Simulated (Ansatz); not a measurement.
Question: Predict a relaxed structure of SiBrCl3, charge 0, singlet, at r2SCAN-D4/def2-SVP (Ansatz).

Answer: 
```xyz
5

Si    0.013   -0.009   -0.020
Br   -1.108    0.736    1.720
Cl    0.915    1.553   -0.981
Cl   -1.262   -0.947   -1.313
Cl    1.442   -1.334    0.594
```
Point group C3v (tolerance 0.1 Å). This is one stationary point.
